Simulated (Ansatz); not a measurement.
The same ligand exchange along the group F, Cl, Br.

Program: Ansatz. Geometries: PBE0-D4/def2-TZVP. ΔE: electronic, gas phase. CBS: MP2 limit from def2 TZ/QZ plus the TZ coupled-cluster correction, frozen cores. This one scheme is used for every species. Functionals use def2-TZVPP. For Br, Ga outer-core shells are correlated without core-valence functions, which leaves a few kJ/mol of doubt a bond. Scalar relativity is left out up to krypton. One conformer a species, not always the lowest.

```csv
reaction,CCSD(T)/CBS(def2) (kcal/mol)
`[F][Ga]([F])[O][SiH3]` + H–F → `[F][Ga]([F])[F]` + `O[SiH3]`,0.7
`[SiH3][O][Ga]([Cl])[Cl]` + HCl → `[Cl][Ga]([Cl])[Cl]` + `O[SiH3]`,?
`[SiH3][O][Ga]([Br])[Br]` + HBr → `[Br][Ga]([Br])[Br]` + `O[SiH3]`,-12.2
```

(1) Fill in the missing values. (Estimate.)

Largest T1 diagnostic: 0.015, for `[F][Ga]([F])[F]`.

Results:

(1) The calculation gave: `[SiH3][O][Ga]([Cl])[Cl]` + HCl → `[Cl][Ga]([Cl])[Cl]` + `O[SiH3]`: -9.1 kcal/mol.
